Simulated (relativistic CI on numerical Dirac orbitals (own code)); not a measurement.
## One change at a time: Ce¹¹⁺

Base calculation: Dirac-Coulomb-Breit CI, orbitals from a KLI potential per configuration, QED by a radiative potential, unscaled Slater integrals.

Configurations in the expansion (outside the closed core [Kr]): 4d10.5s, 4d10.5p, 4d10.4f, 4d10.5d, 4d10.5f, 4d9.5s.4f, 4d10.5g, 4d10.6s, 4d10.6p, 4d9.5s2, 4d10.6d, 4d9.5s.5p, 4d10.7s, 4d10.6f, 4d10.7p, 4d10.7d, 4d10.8s, 4d9.5s.5d, 4d10.9s. Double excitations out of closed p, d and f shells are left out; levels of such configurations are missing from the list, as are those of other unlisted configurations, and high levels can miss mixing partners.

The lowest level and the first level of each name with at least 55 % of one term (blank where a level has no safe partner in the second run):

```tsv
Level	Base (cm⁻¹)	Shift (cm⁻¹)
4d10.5s 2S_1/2	0	0
4d10.4f 2F°_5/2	148139	+1846
4d10.4f 2F°_7/2	150741	+1776
4d10.5p 2P°_1/2	156390	+589
4d10.5p 2P°_3/2	193075	+689
4d10.5d 2D_3/2	450820	+1119
4d10.5d 2D_5/2	457233	+1147
4d10.6s 2S_1/2	657899	+1992
4d10.6p 2P°_1/2	729210	+2175
4d10.5f 2F°_5/2	739314	+1767
4d10.5f 2F°_7/2	740381	+1760
4d10.6p 2P°_3/2	744932	+2242
4d9.5s2 2D_5/2	785988	+9247
4d9.5s2 2D_3/2	813561	+9710
4d9.5s.4f 4P°_1/2	850281	+1337
4d9.5s.4f 4P°_3/2	854721	+1366
4d9.5s.4f 4P°_5/2	863384	+1417
4d10.6d 2D_3/2	865087	+2272
4d9.5s.4f 2P°_1/2	865459	+1451
4d10.6d 2D_5/2	868092	+2296
4d9.5s.4f 2P°_3/2	874804	+1495
4d9.5s.4f 4H°_13/2	876086	+1187
```

At this charge transitions that keep the count of f electrons are usually good to a few per cent. Levels and lines within the n = 5 or 6 shells can be off by up to 10 % or somewhat more, and those that change n by about 2 %, since core polarisation is missing. Levels that differ in their count of f electrons can be misplaced by several ten thousand cm⁻¹, since the correlation energy of f electrons is missing or only estimated; rates across such gaps can be off by orders of magnitude.

Problem. One thing was changed in a second run, which moved the levels as shown. Which?
A. configuration mixing switched off
B. QED terms removed
C. one mean potential for all configurations
D. Breit term removed

Solution. C. One mean potential for all configurations. One potential for all configurations removes the relaxation of the orbitals, which moves whole configurations and changes the integrals a little.

LS names give the leading component of a level, which can be under half, so a name can repeat, a term be missing and a line seem to break the LS rules.
